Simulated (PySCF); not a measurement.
C2H5Cl2In, SMILES [CH2](C)[In]([Cl])[Cl]. The structure is a stationary point at PBE-D3(BJ)/def2-SVP. The structure was generated by enumeration; whether it is a known compound was not checked. The def2 effective core potentials stand for the cores of In; spin–orbit coupling is left out. One conformer was computed; it need not be the lowest.

Question: Give the equilibrium geometry at PBE-D3(BJ)/def2-SVP (PySCF confirms it by a frequency run) as Cartesian coordinates in Å. (The exact figures need the calculation; the answer reports its results.)

Answer: This is not unique; one that fits is 
```xyz
10

In     0.0544     0.1324    -0.0235
Cl    -0.3897    -1.7939     1.2943
Cl     1.2775     1.7682     1.1811
C     -0.6244     0.2870    -2.0905
C     -1.3840    -0.9435    -2.5755
H      0.2973     0.4855    -2.6745
H     -1.2361     1.2118    -2.1162
H     -2.2962    -1.1375    -1.9768
H     -0.7654    -1.8622    -2.5354
H     -1.7056    -0.8093    -3.6310
```
